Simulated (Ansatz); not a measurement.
CH6Si2, SMILES `C[SiH]=[SiH2]` (charge 0, multiplicity 1).

The numbers are results of Ansatz (a program for electronic structure) with B3LYP/cc-pVTZ // PBE0-D3(BJ)/def2-TZVP, not measurements.

Ansatz 0.2 input:
```yaml
crystal:
  periodic: [false, false, false]
  atoms:
    - { symbol: C, position_ang: [1.56745, -0.220989, 0.157022] }
    - { symbol: Si, position_ang: [-0.041875, 0.68186, -0.139008] }
    - { symbol: Si, position_ang: [-1.972972, -0.244679, -0.041332] }
    - { symbol: H, position_ang: [1.413201, -1.299322, 0.097134] }
    - { symbol: H, position_ang: [1.97723, 0.02146, 1.140075] }
    - { symbol: H, position_ang: [2.305301, 0.063834, -0.597215] }
    - { symbol: H, position_ang: [0.048038, 2.151785, 0.046797] }
    - { symbol: H, position_ang: [-3.182447, 0.544732, -0.369696] }
    - { symbol: H, position_ang: [-2.113927, -1.698683, -0.293778] }
basis:
  gaussian: { orbitals: cc-pVTZ }
hamiltonian:
  xc: b3lyp
```

Output:

```
Functional definition: B3LYP
1092 factors; their error is unknown
mean field evaluation 1: about -16885.0255 eV, gradient 5.0e1 eV
mean field evaluation 2: about -16881.1214 eV, gradient 5.9e1 eV
mean field evaluation 4: about -16890.6950 eV, gradient 5.7e0 eV
mean field evaluation 8: about -16890.8262 eV, gradient 2.5e-2 eV
mean field -16890.86352770 eV, -620.7277856046 hartree, gradient 8.3e-5 eV, S^2 0.000000; 0 other end points of the search recorded, 0 dependent functions left out
reference -16890.86379806 eV, -620.7277955399 hartree; 20, 20 occupied and 162, 162 virtual orbitals, 1092 factors
Total energy: -16890.86379806 eV, -620.7277955399 hartree
```
